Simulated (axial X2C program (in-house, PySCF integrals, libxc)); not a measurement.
**TaTe⁻: properties at the nuclei**

Calculated with an in-house all-electron X2C program for linear molecules (integrals from PySCF): two-component X2C with atomic mean-field Coulomb and Gaunt terms, Gaussian nuclei, basis Ta dyall-acv3z, Te dyall-acv3z with contracted cores.

R = 2.554 Å (near the PBE0 minimum at charge -1 of the determinant lowest at the starting distance; the state shown can have its own minimum elsewhere).

Input and command:
```json
{"zs": [73, 52], "q": -1, "bas": ["dyall-acv3z", "dyall-acv3z"], "r0": 2.54, "levels": ["PBE0", "HF", "PBE50", "TPSSh", "BHandHLYP"], "nst": 2}
```
```bash
python soeom.py task.json out
```

Keys: zs atomic numbers; q charge; bas basis sets; r0 starting distance in Å; levels methods; nst determinants followed.

Determinant lowest in the PBE0 search, Ω = 1 (⟨Sz⟩ = 0.98, ⟨Lz⟩ = 0.02 at PBE0), spin on the atoms Ta 1.14, Te -0.16:

```
    level  Eeff magnitude (GV/cm)  Ws magnitude Ta (kHz)  A∥/gI Ta (MHz)  qzz Ta (a.u.)  A∥/gI Te (MHz)  qzz Te (a.u.)
     PBE0                    29.9                   27.9             444          -0.47           -9.78          -1.25
       HF                    51.9                   50.4             678          -1.51           -64.9          -1.49
    PBE50                    40.5                   38.9             510          -1.11           -19.9          -1.21
    TPSSh                    27.1                   24.9             505          -0.50           -8.15          -1.27
BHandHLYP                    41.8                   40.7             187          -0.66             -58          -0.91
```

Determinant 0.06 eV from it at PBE0 and this distance, Ω = 2 (⟨Sz⟩ = -0.94, ⟨Lz⟩ = 2.94 at PBE0), spin on the atoms Ta -1.03, Te 0.09:

| level | Eeff magnitude (GV/cm) | Ws magnitude Ta (kHz) | A∥/gI Ta (MHz) | qzz Ta (a.u.) | A∥/gI Te (MHz) | qzz Te (a.u.) |
| --- | --- | --- | --- | --- | --- | --- |
| PBE0 | 11.5 | 4.74 | 738 | -3.93 | 100 | -0.93 |
| HF | 34.2 | 14.5 | 316 | -5.36 | 96.3 | -1.22 |
| PBE50 | 22.1 | 9.67 | 714 | -4.55 | 94.4 | -0.99 |
| TPSSh | 5.95 | 2.14 | 744 | -3.69 | 106 | -0.87 |
| BHandHLYP | 18.2 | 8.33 | 808 | -4.46 | 77.4 | -0.94 |

Eeff is the effective electric field on the electron electric dipole moment in this Ω state and Ws the scalar–pseudoscalar constant of the nucleus named (defined with the proton number Z and per Ω); A∥ (defined per Ω) follows by multiplying with gI = μI/(I μN); qzz is the electric field gradient, eQq0 = 234.96 MHz × Q/barn × qzz. The operators were transformed with the bare-nucleus X2C matrices; with these basis sets, hyperfine constants and field gradients can be off by tens of per cent, and where levels differ in sign neither size nor sign is settled.

Each state is one determinant with collinear spin, which with several unpaired electrons need not be a pure state. Unrestricted Hartree–Fock can overshoot spin polarisation at the nuclei. For an anion, determinants above electron detachment, or with a positive highest level, are held by the basis set. With several open shells hyperfine constants can be off by a factor of several. Where Eeff spreads by more than a factor of two the levels disagree and none is to be relied on. Open-shell Ω = 0 determinants with evenly filled partner blocks cannot be reached by this program, so the Ω shown need not be the lowest component. At BHandHLYP a later determinant lies lower. States lie within half an eV, so the first need not be the ground state. Where a field gradient or hyperfine factor spreads by more than a factor of two over the levels, a constant derived from it is not to be relied on. PBE0 term energies can be off by some tenths of an eV.
